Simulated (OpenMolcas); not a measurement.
**Ni7+, Pd7+, Pt7+: d3 down the group**

```yaml
Program: OpenMolcas 26.06
Method: MS-CASPT2, IPEA 0.25 Eh, imaginary shift 0.1 Eh
Basis: ANO-RCC-VTZP
Scalar_Hamiltonian: DKH2, point nucleus
Spin-orbit_coupling: state interaction with AMFI integrals over the reference wave functions, term energies averaged over their components
```

Active space for each ion: 3 electrons in 5 orbitals (d); closed shells correlated by CASPT2: Ni7+ 3s 3p; Pd7+ 4s 4p; Pt7+ 5s 5p.

Computed levels in cm-1 above 4F 3/2:

| Level | Ni7+ | Pd7+ | Pt7+ |
| --- | --- | --- | --- |
| 4F 5/2 | 990 | 2490 | 10520 |
| 4F 7/2 | 2290 | 5320 | 17610 |
| 4P 1/2 | 24310 | 16980 | 22830 |
| 4P 5/2 | 25870 | 20650 | 34420 |
| 2G 7/2 | 26710 | 20390 | 32690 |
| 2G 9/2 | 27950 | 21700 | 53520 |
| 2P 1/2 | 34390 | 26210 | 41120 |
| 2H 9/2 | 37230 | 29410 | 34600 |
| 2D 5/2(1) | 37570 | 30380 | 48030 |
| weight of 4F in the lowest level (%) | 100 | 96 | 75 |

Mixed levels, with the weight of the term that names them: Pd7+ 2G 9/2 (60 %), Pd7+ 2H 9/2 (65 %), Pt7+ 4P 1/2 (67 %), Pt7+ 2G 7/2 (73 %), Pt7+ 2G 9/2 (58 %), Pt7+ 2P 1/2 (67 %), Pt7+ 2H 9/2 (54 %).

Measured, with the error of the calculation in %. Measured levels: Ni7+ from Corliss and Sugar, J. Phys. Chem. Ref. Data 10, 197 (1981).

| Level | Ni7+ |
| --- | --- |
| 4F 5/2 | 1012 (-2.2) |
| 4F 7/2 | 2184 (+5.0) |
| 4P 1/2 | 23261 (+4.5) |
| 4P 5/2 | 24669 (+4.9) |

The fine-structure level 4F 7/2 changes by a factor of 7.69 from Ni7+ to Pt7+.

Without spin-orbit coupling 4P lies 23080, 14330, 13240 cm-1 above 4F in that order; the difference to the level 4P 1/2, of either sign, comes from spin-orbit coupling, which also lowers the zero.

CASPT2 breaks the degeneracy within a term, and the mean is taken; among the terms shown or strongly mixed into the levels shown the widest spread is 750 cm-1 (3d3 4F, Ni7+). Terms from blocks run as CI alone lack orbitals of their own. Measured partners are found by configuration, term and J. A level has none where our copy of the source lacks it or the pairing is in doubt (some pairs that miss far off the trend of their configuration count as doubtful), and it then counts in no deviation. Only configurations of the active space appear.

A number in round brackets counts repeated terms of one configuration in the order of the reference energies.
